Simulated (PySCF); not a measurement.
C$_{3}$H$_{7}$ (SMILES [CH2]CC), doublet, at a GFN2-xTB geometry; PySCF with HF/6-31G**.

Input for PySCF:
```python
from pyscf import gto, scf

mol = gto.M(
    atom='''
C     0.008600    0.118759    0.572489
C    -0.001440    1.276262   -0.336318
C    -0.006266   -1.219466   -0.199123
H    -0.873420    0.139321    1.219107
H     0.903032    0.137499    1.200083
H    -0.004010   -2.053087    0.499173
H     0.916652    1.684684   -0.711813
H    -0.922042    1.617014   -0.769176
H    -0.895426   -1.284626   -0.821224
H     0.869852   -1.294132   -0.838440
''',
    basis='6-31g**',
    charge=0,
    spin=1,
    verbose=5,
)

mf = scf.UHF(mol)
mf.kernel()
mf.analyze()
```

Question: Predict the main parts of the log of this PySCF run.

Answer: 
```
PySCF version 2.14.0

[INPUT] verbose = 5
[INPUT] max_memory = 4000
[INPUT] num. atoms = 10
[INPUT] num. electrons = 25
[INPUT] charge = 0
[INPUT] spin (= nelec alpha-beta = 2S) = 1
[INPUT] symmetry False subgroup None
[INPUT] Mole.unit = angstrom
[INPUT] Symbol           X                Y                Z      unit          X                Y                Z       unit  Magmom
[...]
[INPUT] ---------------- BASIS SET ----------------
[INPUT] l, kappa, [nprim/nctr], expnt,             c_1 c_2 ...
[INPUT] H
[...]
                                2.8253937         0.23472695
                                0.6401217         0.81375733
[...]
[INPUT] C
[...]
                                457.36951         0.0140373
                                103.94869         0.0688426
                                29.210155         0.2321844
                                9.286663          0.4679413
                                3.163927          0.362312
[...]
                                1.8812885         -0.1608542
                                0.5442493         1.1434564
[...]
                                1.8812885         0.316424
                                0.5442493         0.7443083
[...]
nuclear repulsion = 76.2781201079041
number of shells = 39
number of NR pGTOs = 130
number of NR cGTOs = 77
basis = 6-31g**
ecp = {}

******** <class 'pyscf.scf.uhf.UHF'> ********
method = UHF
initial guess = minao
damping factor = 0
level_shift factor = 0
DIIS = <class 'pyscf.scf.diis.CDIIS'>
diis_start_cycle = 1
diis_space = 8
diis_damp = 0
SCF conv_tol = 1e-09
SCF conv_tol_grad = None
SCF max_cycles = 50
direct_scf = True
direct_scf_tol = 1e-13
number electrons alpha = 13  beta = 12
Set gradient conv threshold to 3.16228e-05
E1 = -306.2852129387255  E2 = 112.15037630136803  Ecoul = 130.2636453876394  Exc = -18.113269086271373
init E= -117.856716529453
cond(S) = 778.2019712531387

  alpha mo_energy =
[-11.32756026 -11.32395406 -11.31246949  -1.48975432  -1.1416696
  -0.89084929  -0.6064419   -0.53153002  -0.4645873   -0.42868214
  -0.38462639  -0.36277176  -0.098652     0.17265864   0.21911193
   0.22899572   0.23302918   0.26830605   0.27070199   0.31726161
   0.3338597    0.38036292   0.66721249   0.69342833   0.69715561
   0.72213865   0.7592381    0.77952684   0.8359482    0.87256004
   0.97557758   1.0085541    1.04433485   1.0683817    1.06978107
   1.09579299   1.11623512   1.12300297   1.19880967   1.41096291
   1.49966836   1.65521016   1.67515799   1.73931802   1.83190794
   1.90228798   2.05921971   2.11900198   2.19696653   2.24414169
   2.2688963    2.28906589   2.31183774   2.36478247   2.37003972
   2.47607663   2.52102048   2.54896622   2.62499807   2.69746949
   2.71335742   2.79091913   2.86456435   2.93620082   2.99176158
   3.00147913   3.0751279    3.14683644   3.16543749   3.20510679
   3.49005019   3.56091144   3.67206895   3.6920445    3.7776335
   3.79740901   3.87415679]
  beta  mo_energy =
[-11.32756026 -11.32395406 -11.31246949  -1.48975432  -1.1416696
  -0.89084929  -0.6064419   -0.53153002  -0.4645873   -0.42868214
  -0.38462639  -0.36277176  -0.098652     0.17265864   0.21911193
   0.22899572   0.23302918   0.26830605   0.27070199   0.31726161
   0.3338597    0.38036292   0.66721249   0.69342833   0.69715561
   0.72213865   0.7592381    0.77952684   0.8359482    0.87256004
   0.97557758   1.0085541    1.04433485   1.0683817    1.06978107
   1.09579299   1.11623512   1.12300297   1.19880967   1.41096291
   1.49966836   1.65521016   1.67515799   1.73931802   1.83190794
   1.90228798   2.05921971   2.11900198   2.19696653   2.24414169
   2.2688963    2.28906589   2.31183774   2.36478247   2.37003972
   2.47607663   2.52102048   2.54896622   2.62499807   2.69746949
   2.71335742   2.79091913   2.86456435   2.93620082   2.99176158
   3.00147913   3.0751279    3.14683644   3.16543749   3.20510679
   3.49005019   3.56091144   3.67206895   3.6920445    3.7776335
   3.79740901   3.87415679]
[...]
converged SCF energy = -117.641724695896  <S^2> = 0.76233617  2S+1 = 2.0122984
Total Energy =                        -117.641724695895576
[...]
 ** Mulliken Spin Density (per AO)  **
spin_pop of  0 C 1s        0.00000
spin_pop of  0 C 2s       -0.01544
spin_pop of  0 C 3s        0.00007
spin_pop of  0 C 2px      -0.00938
spin_pop of  0 C 2py      -0.04042
spin_pop of  0 C 2pz      -0.03005
spin_pop of  0 C 3px       0.00009
spin_pop of  0 C 3py       0.00033
spin_pop of  0 C 3pz       0.00024
spin_pop of  0 C 3dxy      0.00000
spin_pop of  0 C 3dyz      0.00009
spin_pop of  0 C 3dz^2     0.00036
spin_pop of  0 C 3dxz      0.00006
spin_pop of  0 C 3dx2-y2    0.00036
spin_pop of  1 C 1s       -0.00000
spin_pop of  1 C 2s        0.07985
spin_pop of  1 C 3s       -0.00118
spin_pop of  1 C 2px       0.04301
spin_pop of  1 C 2py       0.44122
spin_pop of  1 C 2pz       0.53919
spin_pop of  1 C 3px      -0.00031
spin_pop of  1 C 3py       0.00391
spin_pop of  1 C 3pz       0.00457
spin_pop of  1 C 3dxy      0.00007
spin_pop of  1 C 3dyz     -0.00130
spin_pop of  1 C 3dz^2    -0.00021
spin_pop of  1 C 3dxz     -0.00003
spin_pop of  1 C 3dx2-y2   -0.00036
spin_pop of  2 C 1s       -0.00000
spin_pop of  2 C 2s        0.01611
spin_pop of  2 C 3s        0.00009
spin_pop of  2 C 2px       0.00456
spin_pop of  2 C 2py       0.02603
spin_pop of  2 C 2pz       0.01004
spin_pop of  2 C 3px       0.00002
spin_pop of  2 C 3py       0.00014
spin_pop of  2 C 3pz       0.00011
spin_pop of  2 C 3dxy     -0.00001
spin_pop of  2 C 3dyz      0.00020
spin_pop of  2 C 3dz^2    -0.00000
spin_pop of  2 C 3dxz     -0.00002
spin_pop of  2 C 3dx2-y2    0.00001
spin_pop of  3 H 1s        0.01791
spin_pop of  3 H 2s        0.00004
spin_pop of  3 H 2px       0.00004
spin_pop of  3 H 2py       0.00000
spin_pop of  3 H 2pz      -0.00000
spin_pop of  4 H 1s        0.01352
spin_pop of  4 H 2s        0.00002
spin_pop of  4 H 2px       0.00003
spin_pop of  4 H 2py       0.00000
spin_pop of  4 H 2pz       0.00000
spin_pop of  5 H 1s        0.00628
spin_pop of  5 H 2s        0.00001
spin_pop of  5 H 2px      -0.00000
spin_pop of  5 H 2py      -0.00002
spin_pop of  5 H 2pz       0.00002
spin_pop of  6 H 1s       -0.05223
spin_pop of  6 H 2s        0.00034
spin_pop of  6 H 2px      -0.00008
spin_pop of  6 H 2py       0.00017
spin_pop of  6 H 2pz       0.00014
spin_pop of  7 H 1s       -0.05201
spin_pop of  7 H 2s        0.00034
spin_pop of  7 H 2px      -0.00007
spin_pop of  7 H 2py       0.00016
spin_pop of  7 H 2pz       0.00013
spin_pop of  8 H 1s       -0.00361
spin_pop of  8 H 2s        0.00018
spin_pop of  8 H 2px      -0.00000
spin_pop of  8 H 2py       0.00000
spin_pop of  8 H 2pz       0.00000
spin_pop of  9 H 1s       -0.00351
spin_pop of  9 H 2s        0.00020
spin_pop of  9 H 2px      -0.00000
spin_pop of  9 H 2py       0.00000
spin_pop of  9 H 2pz       0.00000
 ** Mulliken Spin Density (per atom)  **
spin density of  0 C =     -0.09371
spin density of  1 C =      1.10842
spin density of  2 C =      0.05728
spin density of  3 H =      0.01799
spin density of  4 H =      0.01358
spin density of  5 H =      0.00629
spin density of  6 H =     -0.05167
spin density of  7 H =     -0.05145
spin density of  8 H =     -0.00342
spin density of  9 H =     -0.00331
 ** Mulliken pop alpha/beta on meta-lowdin orthogonal AOs **
 ** Mulliken pop       alpha | beta **
In total            13.00000 | 12.00000
 ** Mulliken atomic charges   ( Nelec_alpha | Nelec_beta ) **
charge of  0C =     -0.14208  (     3.02418      3.11790 )
charge of  1C =     -0.21597  (     3.66219      2.55377 )
charge of  2C =     -0.26203  (     3.15965      3.10237 )
charge of  3H =      0.08400  (     0.46700      0.44900 )
charge of  4H =      0.08415  (     0.46472      0.45114 )
charge of  5H =      0.08611  (     0.46009      0.45380 )
charge of  6H =      0.09717  (     0.42558      0.47725 )
charge of  7H =      0.09634  (     0.42611      0.47756 )
charge of  8H =      0.08610  (     0.45524      0.45866 )
charge of  9H =      0.08621  (     0.45524      0.45855 )
Dipole moment(X, Y, Z, Debye):  0.00927, -0.13753, -0.02373
```
